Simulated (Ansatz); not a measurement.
Isolated molecules relaxed with PBE0-D4/def2-TZVP in Ansatz; ΔE leaves out vibrations. CBS: MP2 limit from def2 TZ/QZ plus the TZ coupled-cluster correction, frozen cores. Functionals use def2-TZVPP. B3LYP here is the variant with VWN-RPA as its local correlation; programs differ in this. def2 core potentials past Kr. For Br, I outer-core shells are correlated without core-valence functions, which leaves a few kJ/mol of doubt a bond. Scalar relativity is left out up to krypton. One conformer a species, not always the lowest.

`O[SiH2]C(F)Br` + `F[SiH](Cl)I` → `O[SiH2][SiH](F)Cl` + `FC(Br)I`  (formal exchange of groups at the Si–C bond)

```csv
level,ΔE (kcal/mol),difference from CCSD(T)/CBS
r2SCAN-D4,34.1,-0.8
B3LYP-D4,33.1,-1.8
ωB97X-V,34.3,-0.6
r2SCAN,34.0,-0.9
HF/def2-TZVPP,38.8,3.9
SCS-MP2/def2-TZVPP,35.3,0.4
HF/def2-QZVPP,38.8,3.9
SCS-MP2/def2-QZVPP,35.7,0.8
HF/CBS(def2),38.8,3.9
CCSD/CBS(def2),35.7,0.8
CCSD(T)/CBS,34.9,0
```

Largest T1 diagnostic among the species: 0.012.

From PBE to PBE0 (25 % exact exchange), in def2-TZVPP and without D4, ΔE moves by +2.9 kcal/mol. In def2-TZVPP, CCSD(T) changes the Hartree–Fock value by −4.5 kcal/mol (the triples alone add −0.8 kcal/mol) and MP2 by −2.5 kcal/mol.
